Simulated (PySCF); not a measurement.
Vertical excitations of a molecule C4H7BFN from PySCF with TDA-PBE/def2-SVPD, as energy in eV (oscillator strength): 5.48 (0.000), 5.61 (0.054), 6.09 (0.000), 6.27 (0.135), 6.61 (0.037), 6.67 (0.001), 6.71 (0.004), 6.82 (0.008), 6.90 (0.015), 6.91 (0.000). Lowest triplet (TDA): 4.02 eV. Coordinates come from a PBE0-D3(BJ)/def2-SVP optimisation. One conformer was computed; it need not be the lowest.

Task: Which structure fits?
(A) C=C=CB(N)CF
(B) FCB1C=CCN1
(C) NB1CCC=C1F
(D) C[C@@H]1C=CB(F)N1

Result: B, FCB1C=CCN1
